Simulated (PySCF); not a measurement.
Spin states and ions at one geometry of Re3

PySCF 2.14.0, UKS B3LYP, Re def2-SVP with ECP60; non-relativistic Hamiltonian with scalar-relativistic core potentials where named; density fitting; no spin-orbit coupling; singlets restricted, open shells unrestricted. The geometry is relaxed for charge 0, quartet, vacuum:

```xyz
3

Re    1.1735   -0.0171    0.0000
Re   -0.5673    1.3257    0.0000
Re   -0.6061   -1.3086    0.0000
```

Energies count from the relaxed state; an electron taken off or put on is at rest in vacuum. Charges and spins are Mulliken's.

Task: Order these states by energy, lowest first.
A. charge -1, quintet, vacuum
B. charge 0, sextet, vacuum
C. charge +1, quintet, vacuum
D. charge -1, triplet, vacuum
E. charge 0, doublet, vacuum
F. charge +1, triplet, vacuum
G. charge 0, quartet, vacuum

Result: A (-1.34 eV), D (-1.31 eV), G (0.00 eV), E (0.57 eV), B (0.69 eV), C (6.30 eV), F (6.39 eV).

Task: How do charge and spin on the first atom follow?

Result: 
```csv
state,spin squared,charge on Re1 (e),spin on Re1 (e),dipole about the centre of mass (D)
"charge 0, quartet, vacuum",3.96,0.09,-0.38,0.81
"charge 0, doublet, vacuum",1.40,0.18,0.61,0.29
"charge 0, sextet, vacuum",8.86,-0.05,0.48,1.24
"charge +1, triplet, vacuum",2.75,0.51,-1.53,0.29
"charge +1, quintet, vacuum",6.17,0.23,-0.51,0.66
"charge -1, triplet, vacuum",2.46,-0.30,-0.76,0.26
"charge -1, quintet, vacuum",6.26,-0.30,-0.74,0.03
```

With an electron taken off (quintet, the lower of the two states computed) the charges change, summed by element, by Re +1.00 e. The vertical ionisation energy is 6.30 eV, against −ε(HOMO) = 4.55 eV over both spins of the relaxed state. The level lies 1.8 eV too high, as is usual for semilocal functionals and global hybrids, which keep a self-interaction error.

With an electron put on (quintet, the lower of the two states computed) the charges change, summed by element, by Re -1.00 e. The vertical electron affinity is 1.34 eV, against −ε(LUMO) = 2.87 eV over both spins of the relaxed state. The basis has no diffuse functions, which an added electron needs. The added electron's level lies above zero.

Open shells may have lower solutions than those found. Hard to converge, so the more doubtful: charge 0, doublet, vacuum. Spin squared well over S(S+1) tells of spin contamination.
